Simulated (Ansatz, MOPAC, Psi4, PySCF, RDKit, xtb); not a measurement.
Dimer: H2O (SMILES O) (first 3 atoms) with SiH4 (SMILES [SiH4]); geometry from B3LYP-D3(BJ)/def2-TZVP, rigid monomers moved along the line of their centres of mass till O1···Si4 is 4.39 Å.
(charge 0, multiplicity 1):
| atom | x (Å) | y (Å) | z (Å) |
|---|---|---|---|
| O | 0.4646 | 0.3123 | 0.3475 |
| H | 0.0730 | -0.4695 | -0.0562 |
| H | -0.1175 | 1.0418 | 0.1095 |
| Si | -0.4444 | -0.2718 | 4.5980 |
| H | -0.8329 | -1.4866 | 3.8475 |
| H | -0.8067 | -0.4766 | 6.0233 |
| H | -1.1995 | 0.8986 | 4.0974 |
| H | 1.0100 | -0.0382 | 4.5042 |

| level | interaction energy (kcal/mol) | minus CCSD(T)/CBS(aug-cc-pV(D+d)Z, aug-cc-pV(T+d)Z) | cost |
|---|---|---|---|
| MMFF94 | -0.54 | 0.02 | - |
| GFN-FF | -0.23 | 0.33 | - |
| PM3 | 0.25 | 0.81 | - |
| PM6 | -0.26 | 0.31 | - |
| GFN1-xTB | -0.57 | -0.01 | - |
| GFN2-xTB | -0.34 | 0.22 | - |
| HF/STO-3G (no counterpoise) | -0.21 | 0.36 | - |
| HF/6-31G* | -0.39 | 0.17 | - |
| HF/aug-cc-pV(D+d)Z | -0.34 | 0.22 | - |
| HF/aug-cc-pV(T+d)Z | -0.34 | 0.23 | - |
| PBE/def2-TZVPPD | -0.44 | 0.12 | ×1 |
| PBE-D3(BJ)/def2-TZVPPD | -0.65 | -0.09 | ×1 |
| PBE-D4/def2-TZVPPD | -0.61 | -0.05 | ×1 |
| BP86/6-31G* (no counterpoise) | -1.10 | -0.54 | - |
| r2SCAN/def2-TZVPPD | -0.45 | 0.11 | ×2 |
| r2SCAN-D3(BJ)/def2-TZVPPD | -0.59 | -0.03 | ×2 |
| r2SCAN-D4/def2-TZVPPD | -0.57 | 0.00 | ×2 |
| B3LYP/3-21G (no counterpoise) | -1.49 | -0.93 | - |
| B3LYP/6-31G* (no counterpoise) | -1.23 | -0.67 | - |
| B3LYP/6-311+G** (no counterpoise) | -0.28 | 0.28 | - |
| B3LYP-D3(BJ)/def2-TZVPPD | -0.50 | 0.06 | ×1 |
| B3LYP-D4/def2-TZVPPD | -0.41 | 0.15 | ×1 |
| PBE0/def2-TZVPPD | -0.39 | 0.17 | ×1 |
| PBE0-D3(BJ)/def2-TZVPPD | -0.62 | -0.06 | ×1 |
| PBE0-D4/def2-TZVPPD | -0.57 | -0.01 | ×1 |
| wB97X-V/def2-TZVPPD | -0.58 | -0.01 | ×3 |
| wB97M-V/def2-TZVPPD | -0.56 | 0.00 | ×4 |
| MP2/6-31G* | -0.43 | 0.13 | - |
| MP2/6-31G* (no counterpoise) | -1.27 | -0.71 | - |
| MP2/aug-cc-pV(D+d)Z | -0.53 | 0.03 | - |
| MP2/aug-cc-pV(T+d)Z | -0.54 | 0.02 | - |
| MP2/CBS(aug-cc-pV(D+d)Z, aug-cc-pV(T+d)Z) | -0.54 | 0.02 | - |
| SCS-MP2/aug-cc-pV(D+d)Z | -0.48 | 0.08 | - |
| SCS-MP2/aug-cc-pV(T+d)Z | -0.49 | 0.07 | - |
| CCSD/aug-cc-pV(D+d)Z | -0.51 | 0.05 | - |
| CCSD/aug-cc-pV(T+d)Z | -0.52 | 0.04 | - |
| CCSD(T)/aug-cc-pV(D+d)Z | -0.55 | 0.02 | ×4 |
| CCSD(T)/aug-cc-pV(T+d)Z | -0.56 | 0.00 | ×400* |
| CCSD(T)/CBS(aug-cc-pV(D+d)Z, aug-cc-pV(T+d)Z) | -0.56 | 0.00 | ×400* |
| SAPT0/jun-cc-pV(D+d)Z | -0.49 | 0.07 | - |

 The comparison column counts from a level with limits of its own.

The rows run from -1.49 (B3LYP/3-21G (no counterpoise)) to 0.25 kcal/mol (PM3). In aug-cc-pV(T+d)Z the value moves HF -0.34, MP2 -0.54, CCSD -0.52, CCSD(T) -0.56, a shift of -0.22 from HF to CCSD(T). From aug-cc-pV(D+d)Z to aug-cc-pV(T+d)Z CCSD(T) changes by -0.01. The dispersion term adds -0.22 in PBE-D3(BJ), -0.17 in PBE-D4, -0.14 in r2SCAN-D3(BJ). The 5 functionals in def2-TZVPPD without D3 or D4 span 0.18, from wB97X-V to PBE0.

Interaction energies are E(AB) − E(A) − E(B) at the monomers' geometry in the complex; basis-set methods are counterpoise corrected. Rows marked so take none.

Frozen-core correlation. CBS(a, b) extrapolates the correlation energy as X⁻³ and adds the Hartree–Fock energy of set b. Rows in 3-21G, 6-311+G**, 6-31G*, STO-3G carry no dispersion term and start afresh at each structure (6-31G* with six Cartesian d functions). MP2/6-31G* freezes PySCF's default core. The state reached by PM3, PM6 isn't checked.

The values were computed with Ansatz (a first-principles code); MOPAC for PM3, PM6 (differences of heats of formation); Psi4 for SAPT; PySCF for 3-21G rows, 6-311+G** rows, 6-31G* rows, STO-3G rows, the dispersion terms; RDKit for the force fields; xtb for the GFN methods. Each number belongs to the level named beside it.

Costs are rough ratios of core time to PBE/def2-TZVPPD (about 2.7 s over the structures, on one shared machine); a dash marks a level with no comparable run of its own. A star marks coupled-cluster runs past 200 virtual orbitals, where the program's memory plan changes under this machine's limit, so their costs aren't comparable with smaller runs.
